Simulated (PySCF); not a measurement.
Mg(F)(iPr) (C₃H₇FMg), SMILES C[CH]([Mg][F])C.

Geometry optimised at PBE0-D3(BJ)/def2-SVP. The structure was generated by enumeration; whether it is a known compound was not checked. The values are those of a single conformer.

The numbers are results of PBE0-D3(BJ)/def2-SVP run with PySCF 2.14.0, not measurements.

Frequencies are harmonic and unscaled.

```json
[
 {"mode": "1", "ν (cm⁻¹)": "79", "IR (km/mol)": "12.6", "moving atoms (share of kinetic energy)": "C 35 %, F 32 %, Mg 17 %, H 16 %"},
 {"mode": "2", "ν (cm⁻¹)": "93", "IR (km/mol)": "24.2", "moving atoms (share of kinetic energy)": "Mg 40 %, F 31 %, H 16 %, C 12 %"},
 {"mode": "3", "ν (cm⁻¹)": "215", "IR (km/mol)": "62.4", "moving atoms (share of kinetic energy)": "Mg 49 %, C 35 %, H 11 %"},
 {"mode": "4", "ν (cm⁻¹)": "229", "IR (km/mol)": "31.7", "moving atoms (share of kinetic energy)": "H 36 %, Mg 30 %, C 24 %, F 10 %"},
 {"mode": "5", "ν (cm⁻¹)": "255", "IR (km/mol)": "0.1", "moving atoms (share of kinetic energy)": "H 98 %"},
 {"mode": "6", "ν (cm⁻¹)": "269", "IR (km/mol)": "1.1", "moving atoms (share of kinetic energy)": "H 72 %, C 14 %"},
 {"mode": "7", "ν (cm⁻¹)": "359", "IR (km/mol)": "20.3", "moving atoms (share of kinetic energy)": "C 56 %, H 39 %"},
 {"mode": "8", "ν (cm⁻¹)": "456", "IR (km/mol)": "8.8", "moving atoms (share of kinetic energy)": "C 54 %, H 27 %, F 17 %"},
 {"mode": "9", "ν (cm⁻¹)": "770", "IR (km/mol)": "64.6", "moving atoms (share of kinetic energy)": "Mg 52 %, F 43 %"},
 {"mode": "10", "ν (cm⁻¹)": "902", "IR (km/mol)": "6.5", "moving atoms (share of kinetic energy)": "C 62 %, H 37 %"},
 {"mode": "11", "ν (cm⁻¹)": "911", "IR (km/mol)": "2.4", "moving atoms (share of kinetic energy)": "H 88 %, C 12 %"},
 {"mode": "12", "ν (cm⁻¹)": "950", "IR (km/mol)": "24.5", "moving atoms (share of kinetic energy)": "H 90 %, C 9 %"},
 {"mode": "13", "ν (cm⁻¹)": "984", "IR (km/mol)": "1.4", "moving atoms (share of kinetic energy)": "H 76 %, C 24 %"},
 {"mode": "14", "ν (cm⁻¹)": "1113", "IR (km/mol)": "8.0", "moving atoms (share of kinetic energy)": "C 70 %, H 30 %"},
 {"mode": "15", "ν (cm⁻¹)": "1164", "IR (km/mol)": "6.2", "moving atoms (share of kinetic energy)": "C 55 %, H 45 %"},
 {"mode": "16", "ν (cm⁻¹)": "1190", "IR (km/mol)": "9.4", "moving atoms (share of kinetic energy)": "H 64 %, C 36 %"},
 {"mode": "17", "ν (cm⁻¹)": "1321", "IR (km/mol)": "0.3", "moving atoms (share of kinetic energy)": "H 76 %, C 24 %"},
 {"mode": "18", "ν (cm⁻¹)": "1383", "IR (km/mol)": "0.7", "moving atoms (share of kinetic energy)": "H 77 %, C 23 %"},
 {"mode": "19", "ν (cm⁻¹)": "1397", "IR (km/mol)": "5.0", "moving atoms (share of kinetic energy)": "H 80 %, C 20 %"},
 {"mode": "20", "ν (cm⁻¹)": "1452", "IR (km/mol)": "0.5", "moving atoms (share of kinetic energy)": "H 97 %"},
 {"mode": "21", "ν (cm⁻¹)": "1467", "IR (km/mol)": "7.2", "moving atoms (share of kinetic energy)": "H 96 %"},
 {"mode": "22", "ν (cm⁻¹)": "1474", "IR (km/mol)": "7.5", "moving atoms (share of kinetic energy)": "H 96 %"},
 {"mode": "23", "ν (cm⁻¹)": "1481", "IR (km/mol)": "6.9", "moving atoms (share of kinetic energy)": "H 97 %"},
 {"mode": "24", "ν (cm⁻¹)": "3000", "IR (km/mol)": "78.6", "moving atoms (share of kinetic energy)": "H 96 %"},
 {"mode": "25", "ν (cm⁻¹)": "3002", "IR (km/mol)": "40.0", "moving atoms (share of kinetic energy)": "H 96 %"},
 {"mode": "26", "ν (cm⁻¹)": "3028", "IR (km/mol)": "10.8", "moving atoms (share of kinetic energy)": "H 93 %"},
 {"mode": "27", "ν (cm⁻¹)": "3080", "IR (km/mol)": "47.3", "moving atoms (share of kinetic energy)": "H 91 %, C 9 %"},
 {"mode": "28", "ν (cm⁻¹)": "3081", "IR (km/mol)": "6.5", "moving atoms (share of kinetic energy)": "H 91 %, C 9 %"},
 {"mode": "29", "ν (cm⁻¹)": "3116", "IR (km/mol)": "16.4", "moving atoms (share of kinetic energy)": "H 91 %, C 9 %"},
 {"mode": "30", "ν (cm⁻¹)": "3116", "IR (km/mol)": "34.1", "moving atoms (share of kinetic energy)": "H 91 %, C 9 %"}
]
```
